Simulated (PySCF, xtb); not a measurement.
C₆H₆O, SMILES C#C[C@H]1COC1=C.

The structure is a stationary point at ωB97X-D3(BJ)/def2-SVP. The structure was generated by enumeration; whether it is a known compound was not checked.

Calculation: C-PCM-PBE0/def2-SVP run with PySCF.

The values are the electrostatic part of the solvation free energy, E(continuum) − E(gas) at the gas-phase geometry, in a cavity of scaled van der Waals radii (PySCF's table); cavitation and dispersion terms are not included. In vacuum the orbital gap is 7.13 eV. The dipole moment in vacuum is 1.76 D.

Estimate the values in water (ε = 78.36), benzene (ε = 2.27), methanol (ε = 32.61). (The exact figures need the calculation; the answer reports its results.)


| solvent | ε | ΔG(elec) (kcal/mol) | dipole (D) | gap (eV) |
|---|---|---|---|---|
| water | 78.36 | -5.6 | 2.27 | 7.24 |
| benzene | 2.27 | -3.0 | 2.02 | 7.19 |
| methanol | 32.61 | -5.5 | 2.26 | 7.24 |

For comparison, GFN2-xTB/ALPB(water) (xtb, at the GFN2-xTB geometry, all terms of that model) gives -2.0 kcal/mol.
